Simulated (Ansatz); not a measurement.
`[OH][Ti]([F])([Cl])[Cl]` + H₂O → `[OH][Ti]([OH])([F])[Cl]` + HCl at 400 K and 1 bar (formal hydrolysis of a Ti–Cl bond).

Calculated with Ansatz (gas phase, PBE0-D4/def2-TZVP geometries, no zero-point term in ΔE). CBS: MP2 limit from def2 TZ/QZ plus the TZ coupled-cluster correction, frozen cores. This one scheme is used for every species. For Ti outer-core shells are correlated without core-valence functions, which leaves a few kJ/mol of doubt a bond. Scalar relativity is left out up to krypton. One conformer a species, not always the lowest.

```json
{"species": "`[OH][Ti]([F])([Cl])[Cl]`", "CCSD(T)/CBS energy (Eh)": "-1944.30161", "H − E (kJ/mol)": "79.9", "S (J/(mol·K))": "403.1"}
{"species": "H₂O", "CCSD(T)/CBS energy (Eh)": "-76.37941", "H − E (kJ/mol)": "69.8", "S (J/(mol·K))": "198.6"}
{"species": "`[OH][Ti]([OH])([F])[Cl]`", "CCSD(T)/CBS energy (Eh)": "-1560.29034", "H − E (kJ/mol)": "112.2", "S (J/(mol·K))": "404.3"}
{"species": "HCl", "CCSD(T)/CBS energy (Eh)": "-460.38127", "H − E (kJ/mol)": "29.6", "S (J/(mol·K))": "195.4"}
```

H − E and S are ideal-gas, rigid-rotor, harmonic terms from PBE0-D4/def2-TZVP, for one conformer and one mirror image of each species. 1 Eh = 2625.50 kJ/mol, R = 8.31446 J/(mol·K).

Q: By hand: ΔE, ΔH, ΔS and ΔG.

A: ΔE = (-1560.29034) + (-460.38127) − (-1944.30161) − (-76.37941) = 0.00941 Eh = 24.7 kJ/mol. Δ(H − E) = 112.2 + 29.6 − 79.9 − 69.8 = -7.9, so ΔH = 16.8 kJ/mol. ΔS = 404.3 + 195.4 − 403.1 − 198.6 = -2.0 J/(mol·K). ΔG = 16.8 − 400 × (-2.0)/1000 = 17.6 kJ/mol.

Q: By hand: the equilibrium constant, and the temperature at which ΔG would vanish if ΔH and ΔS stayed fixed.

A: log₁₀ K = −ΔG/(RT ln 10) = -2.3. ΔH and −TΔS have one sign here, so there is no such temperature.

The number of gas molecules stays the same, so ΔS is small and ΔH decides. A doubt of 5 kJ/mol in ΔE shifts log₁₀ K by 0.7 here. Other conformers and mirror images would add mixing entropy, several J/(mol·K) or more a flexible species. These are equilibria of isolated gas molecules and say nothing of rates. Largest T1 diagnostic: 0.024 (customary marks: 0.02 for closed shells, 0.045 for open ones).

ΔS is within the doubt of such terms, so its sign, and with it that verdict, could turn.
